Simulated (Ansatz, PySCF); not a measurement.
Hf(F)4 anion (F4Hf), SMILES [F][Hf]([F])([F])[F] (connectivity only; charge and spin as stated), charge -1, multiplicity 2. Atoms are numbered in the order given.

```xyz
5

Hf     0.0000     0.0000     0.0000
F      1.3577    -1.3577    -0.5154
F      1.3577     1.3577     0.5154
F     -1.3577    -1.3577     0.5154
F     -1.3577     1.3577    -0.5154
```
Charge -1, spin multiplicity 2.

Geometry optimised at r2SCAN-D4/def2-SVPD. The spin state was assumed, not searched. The isomer is the one that the SMILES or the coordinates give; other isomers of the formula were not compared. The def2 effective core potentials stand for the cores of Hf; spin–orbit coupling is left out.

Two levels are set side by side: PBE-D3(BJ)/def2-SVPD (Ansatz, a quantum-chemistry and plane-wave program) and r2SCAN-D4/def2-SVPD (Ansatz). Each level has its own optimised geometry; the coordinates shown are those of the second. Frequencies come from the Hessian of PySCF at each geometry. Differences are taken from unrounded values.

```
quantity                            r2SCAN-D4  PBE-D3(BJ)  PBE-D3(BJ) minus r2SCAN-D4
----------------------------------  ---------  ----------  --------------------------
mean bond length (Å)                    1.988       1.994                       0.006
bond Hf1–F2 (Å)                         1.988       1.994                       0.006
bond Hf1–F3 (Å)                         1.988       1.994                       0.006
bond Hf1–F4 (Å)                         1.988       1.994                       0.006
bond Hf1–F5 (Å)                         1.988       1.994                       0.006
highest harmonic wavenumber (cm⁻¹)        569         552                         -16
mean harmonic wavenumber (cm⁻¹)           318         309                          -9
zero-point energy (kcal/mol)             4.09        3.97                       -0.11
```
